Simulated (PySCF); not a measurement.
NbOCl₃, SMILES [O]=[Nb]([Cl])([Cl])[Cl], multiplicity 1. Heavy atoms are numbered as in [Nb:1](=[O:2])([Cl:3])([Cl:4])[Cl:5].

Geometry optimised at B3LYP-D3(BJ)/def2-SVP. The multiplicity is an assumed one; no other spin state was optimised. The isomer is the one that the SMILES or the coordinates give; other isomers of the formula were not compared. The def2 effective core potentials stand for the cores of Nb; spin–orbit coupling is left out.

These are CAM-B3LYP/def2-TZVP run with PySCF values and carry that method's errors.

Atomic charges (e), one atom of each kind:

```csv
atom,Mulliken,Löwdin
Nb1,1.46,-0.04
O2,-0.48,-0.24
Cl3,-0.33,0.09
```
